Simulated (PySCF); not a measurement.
Here is a job for PySCF.
```python
from pyscf import gto, scf, cc

mol = gto.M(
    atom='''
O     0.00956971    0.00206403    0.11338892
H    -0.05579359    0.76362201   -0.46612807
H    -0.02076411   -0.78013425   -0.44098332
''',
    basis='def2-svpd',
    verbose=4,
)

mf = scf.RHF(mol)
mf.kernel()

mycc = cc.CCSD(mf)
mycc.kernel()
et = mycc.ccsd_t()
print('E(CCSD(T)) = %.10f' % (mycc.e_tot + et))
```

Problem. What does this run give for the number of basis functions, SCF-reference HOMO-LUMO gap, nuclear repulsion energy, total energy, coupled-cluster correlation energy (without the perturbative part)?

Solution. 
| Item | Result |
|---|---|
| number of basis functions | 39 |
| SCF-reference HOMO-LUMO gap | 16.43 eV |
| nuclear repulsion energy | 9.1695 Eh |
| total energy | -76.2043 Eh |
| coupled-cluster correlation energy (without the perturbative part) | -0.2254 Eh |
